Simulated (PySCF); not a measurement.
The dipole of `CP1CCC([SiH3])=C1[SiH3]` from its density and from atomic charges.

Coordinates (GFN2-xTB, Å) and charges (e) from the PBE0/pcSseg-1 density (PySCF):

```csv
atom,x,y,z,Mulliken,IAO,Hirshfeld,ESP-fitted
C1,1.674,-1.647,0.971,-0.4541,-0.6057,-0.1689,-0.2418
P2,1.387,-1.055,-0.769,+0.3651,+0.4822,+0.1403,-0.2656
C3,1.979,0.706,-0.583,-0.4235,-0.4422,-0.1139,+0.1820
C4,0.854,1.517,0.063,-0.1491,-0.2630,-0.0722,-0.5484
C5,-0.447,0.777,-0.114,-0.3436,-0.2405,-0.0790,+0.2108
Si6,-2.045,1.695,0.289,+0.5119,+0.5809,+0.3044,+0.2892
C7,-0.349,-0.497,-0.511,-0.6210,-0.4568,-0.1443,-0.0686
Si8,-1.711,-1.747,-0.843,+0.5785,+0.5903,+0.2957,+0.1161
H9,1.146,-2.589,1.110,+0.1507,+0.1568,+0.0412,+0.1005
H10,2.740,-1.820,1.112,+0.1434,+0.1529,+0.0414,+0.1342
H11,1.317,-0.922,1.701,+0.1385,+0.1408,+0.0356,+0.0524
H12,2.188,1.081,-1.589,+0.1574,+0.1508,+0.0374,+0.0289
H13,2.911,0.743,-0.016,+0.1454,+0.1478,+0.0423,+0.0452
H14,0.792,2.516,-0.375,+0.1403,+0.1468,+0.0437,+0.1437
H15,1.032,1.652,1.135,+0.1421,+0.1445,+0.0436,+0.1709
H16,-2.673,1.103,1.473,-0.0648,-0.1124,-0.0751,-0.0944
H17,-2.956,1.652,-0.855,-0.0680,-0.1103,-0.0725,-0.0850
H18,-1.700,3.090,0.588,-0.0951,-0.1159,-0.0773,-0.0907
H19,-1.886,-1.878,-2.292,-0.0677,-0.1112,-0.0737,-0.0360
H20,-2.960,-1.317,-0.209,-0.0909,-0.1189,-0.0737,-0.0471
H21,-1.301,-3.043,-0.290,-0.0956,-0.1171,-0.0753,+0.0038
```

**Question.** What dipole does each set of charges give (1 e·Å = 4.803 D), and what does the density give?

**Answer.** The full density gives (0.57, 1.06, 1.12) D, 1.65 D in size; dipole vectors point from the negative to the positive end.

| scheme | μx | μy | μz | size (D) | share of the full size (%) | angle to the full dipole (°) |
| --- | --- | --- | --- | --- | --- | --- |
| Mulliken | -0.26 | -0.56 | 0.29 | 0.68 | 42 | 112 |
| IAO | -0.14 | -0.50 | -0.77 | 0.93 | 57 | 165 |
| Hirshfeld | 0.36 | 0.06 | -0.24 | 0.44 | 27 | 91 |
| ESP-fitted | 0.75 | 1.01 | 1.15 | 1.70 | 104 | 6 |

**Question.** Which set comes closest?

**Answer.** Length of the difference vector: ESP-fitted 0.19 D, Hirshfeld 1.71 D, Mulliken 2.00 D, IAO 2.56 D. Closest: ESP-fitted. ESP charges are fitted to the potential around the molecule, whose slowest-falling term is the dipole's. The schemes that divide the density aren't constrained to reproduce the dipole.

**Question.** What is left for the Hirshfeld atoms' own dipoles?

**Answer.** The Hirshfeld atoms' densities add up to the full density, so μ = Σ q r + Σ (atomic dipoles). The atomic dipoles sum to (0.57, 1.06, 1.12) − (0.36, 0.06, -0.24) = (0.21, 1.00, 1.36) D, 1.71 D in size.

**Question.** With the origin at the mean of the coordinates, (0.000, 0.001, 0.000) Å, which are the largest single terms, by size, of the Mulliken dipole along the direction of the full one?

**Answer.** Si8 -6.37, C7 +2.36, C3 -1.50, H15 +1.50, Si6 +1.45 D; all 21 atoms together -0.25 D. The single terms depend on the origin, their sum doesn't.

**Question.** Give the size of the full dipole in other units.

**Answer.** 1.65 D = 0.647 au = 0.343 e·Å = 5.49 × 10⁻³⁰ C·m.

Geometry: GFN2-xTB, one conformer, isolated molecule. GFN2-xTB frequencies show an imaginary mode (28i cm⁻¹), so this geometry is no minimum at that level.
